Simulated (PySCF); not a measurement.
Assignment exercise: C₂H₈F₃NSi₂

Bonds (- single, = double, # triple, : aromatic): C1-N2, N2-Si3, N2-C4, C4-Si5, Si5-F6, Si5-F7, Si5-F8. C1 carries H9, H10, H11; Si3 carries H12, H13, H14; C4 carries H15, H16.

Calculated, not measured (PySCF 2.14): σ from GIAO-PBE0/pcSseg-1, geometry from GFN2-xTB. Non-relativistic Hamiltonian, isolated molecule, equivalent nuclei averaged, single conformer.

Scale: TMS for $^{13}$C and $^{1}$H (reference shieldings calculated alike).

Problem. Assign these signals to the numbered atoms. $^{13}$C{$^{1}$H} NMR (computed): δ 43.1 (CH3), 41.6 (CH2).

Solution. 
43.1 → C1, methyl carbon bonded to N: pulled downfield by the heteroatom
41.6 → C4, sp3 CH2 bonded to N and Si: pulled downfield by the heteroatom

C1 and C4 lie closer than the usual error of such a calculation, so a measured spectrum could show them in the other order.

Problem. Assign these signals to the numbered atoms. $^{1}$H NMR (600 MHz, computed): δ 4.64 (s, 3H), 2.97 (m, 2H), 2.67 (s, 3H).

Solution. 
| δ (ppm) | atoms | environment | reason |
| --- | --- | --- | --- |
| 4.64 | H12/H13/H14 | hydrogen on a silicon bonded to N | – |
| 2.97 | H15/H16 | hydrogen on an sp3 CH2 bonded to N and Si | its carbon carries N, hence the downfield position |
| 2.67 | H9/H10/H11 | hydrogen on a methyl carbon bonded to N | its carbon carries N, hence the downfield position |

Splittings by $^{19}$F in the carbon and heteronuclear signals aren't shown, as no couplings were computed. Shifts are as computed. Against solution values, carbons near 30 ppm lie about +3 ppm off and those near 130 ppm about +5 ppm. Of 1309 compounds with measured shifts, 239 miss one by over three times the rms of a fit or turn the order of signals round; such compounds aren't used in these exercises. No couplings were computed; multiplicities are counted from neighbouring protons, with m where these are inequivalent, close in shift, in a saturated or five-membered ring or joined by F or P, and br s for small geminal =CH2 splittings.
